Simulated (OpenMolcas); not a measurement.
Mn4+: effect of the level shift or regulariser

```json
{"Program": "OpenMolcas", "Basis": "ANO-RCC-VTZP [6s5p3d2f1g]", "Scalar Hamiltonian": "DKH2, point nucleus", "Active space": "3 electrons in 5 orbitals (3d)", "State averaging": "2S+1 = 4 even, 10 roots; 2S+1 = 2 even, 40 roots", "Spin-orbit coupling": "state interaction with AMFI integrals over the reference wave functions, term energies averaged over their components"}
```

Methods on the same reference wave functions:
A. CASSCF
B. MS-CASPT2, IPEA 0.25 Eh, imaginary shift 0.1 Eh (closed shells correlated: 3s 3p)
C. MS-CASPT2, IPEA 0.25 Eh, real shift 0.2 Eh (closed shells correlated: 3s 3p)
D. MS-CASPT2, IPEA 0.25 Eh, sigma2 regulariser 0.3 Eh (closed shells correlated: 3s 3p)

Energies in eV above 3d3 4F 3/2, the measured ground level; measured values from Corliss and Sugar, J. Phys. Chem. Ref. Data 6, 1253 (1977).

```json
{"Level": "3d3 4F 3/2", "A": "0.0000", "B": "0.0000", "C": "0.0000", "D": "0.0000", "Measured": "0.0000"}
{"Level": "3d3 4F 5/2", "A": "0.0460", "B": "0.0464", "C": "0.0464", "D": "0.0464", "Measured": "0.0445"}
{"Level": "3d3 4F 7/2", "A": "0.1087", "B": "0.1092", "C": "0.1092", "D": "0.1092", "Measured": "0.1035"}
{"Level": "3d3 4F 9/2", "A": "0.1865", "B": "0.1867", "C": "0.1867", "D": "0.1867", "Measured": "0.1751"}
{"Level": "3d3 4P 1/2", "A": "2.5379", "B": "2.128", "C": "2.128", "D": "2.128", "Measured": "2.0376"}
{"Level": "3d3 4P 3/2", "A": "2.5567", "B": "2.146", "C": "2.146", "D": "2.146", "Measured": "2.0575"}
{"Level": "3d3 2G 7/2", "A": "2.5953", "B": "2.245", "C": "2.246", "D": "2.245", "Measured": "2.2184"}
{"Level": "3d3 4P 5/2", "A": "2.6117", "B": "2.202", "C": "2.202", "D": "2.202", "Measured": "2.1138"}
{"Level": "3d3 2G 9/2", "A": "2.6591", "B": "2.310", "C": "2.311", "D": "2.310", "Measured": "2.2812"}
{"Level": "3d3 2P 1/2", "A": "3.4208", "B": "2.919", "C": "2.928", "D": "2.919", "Measured": "2.8618"}
{"Level": "3d3 2H 9/2", "A": "3.4288", "B": "3.162", "C": "3.160", "D": "3.162", "Measured": "3.0965"}
{"Level": "3d3 2P 3/2 [66 %]", "A": "3.4379", "B": "2.908", "C": "2.915", "D": "2.908", "Measured": "2.8416"}
{"Level": "3d3 2H 11/2", "A": "3.4767", "B": "3.210", "C": "3.208", "D": "3.210", "Measured": "3.1410"}
{"Level": "3d3 2D 3/2(1) [67 %]", "A": "3.7420", "B": "3.133", "C": "3.137", "D": "3.133", "Measured": "3.0588"}
{"Level": "3d3 2D 5/2(1)", "A": "3.7776", "B": "3.140", "C": "3.141", "D": "3.140", "Measured": "3.0537"}
{"Level": "3d3 2F 7/2", "A": "5.8871", "B": "5.133", "C": "5.134", "D": "5.133", "Measured": "5.0119"}
{"Level": "3d3 2F 5/2", "A": "5.9150", "B": "5.161", "C": "5.162", "D": "5.161", "Measured": "5.0470"}
{"Level": "3d3 2D 5/2(2)", "A": "9.1917", "B": "8.051", "C": "8.053", "D": "8.051", "Measured": "7.7624"}
{"Level": "3d3 2D 3/2(2)", "A": "9.2248", "B": "8.084", "C": "8.086", "D": "8.084", "Measured": "7.7928"}
```

Deviations, from unrounded energies. A percentage is the sum of absolute deviations over the sum of measured energies, with the sign that they share, or ± where signs differ.

| Against measurement | Levels | A | B | C | D |
| --- | --- | --- | --- | --- | --- |
| mean absolute deviation (cm-1) | 18 | 4500 | 710 | 720 | 710 |
| fine structure of the ground term (%) | 3 | +5.6 | +5.9 | +5.9 | +5.9 |
| other terms of the ground configuration (%) | 15 | +18.6 | +2.9 | +2.9 | +2.9 |

B, C, D lie about equally close to measurement and A furthest from it. The largest miss of D in the table is 3d3 2D 3/2(2), by +2300 cm-1. The ranking rests on the paired levels alone, and a cruder setting can come out closer through cancelling errors.

Among B to D the level of the table that moves most is 3d3 2P 1/2, by 75 cm-1 (lowest in D, highest in C). Moves below CASPT2's spread within the term are not significant.

The mean deviations of B to D differ by less than CASPT2's widest spread within a term (860 cm-1), so their order carries little weight.

From A to B the spin-free energies of the other terms of 3d3 shown, above 4F, scale by factors of 0.82 to 0.92, as is usual when dynamic correlation screens the repulsion within a d or f shell.

The lowest spin-free term lies below A's lowest term by 0.326 hartree in B, 0.326 hartree in C, 0.326 hartree in D.

CASPT2 breaks the degeneracy within a term, and the mean is taken; among the terms shown or strongly mixed into the levels shown the widest spread is 860 cm-1 (3d3 4F, D). Without dynamic correlation excited terms often stand tens of per cent too high (terms of higher spin than the ground term too low), and those without a measured partner can miss by more than the paired ones (holds for A). Some levels mix across a computed gap that differs much from the measured one, so their mixing is not that of the real levels (holds for A). Computed and measured levels are paired by configuration, term and J; levels that our copy of the source lacks, or whose pairing is in doubt (as where it misses far off the trend of its configuration), stay unpaired and out of the deviations. Only configurations of the active space appear.

A share in square brackets marks a mixed level and gives the weight of the term that names it, the lowest over the columns. A number in round brackets counts repeated terms of one configuration in the order of the reference energies.
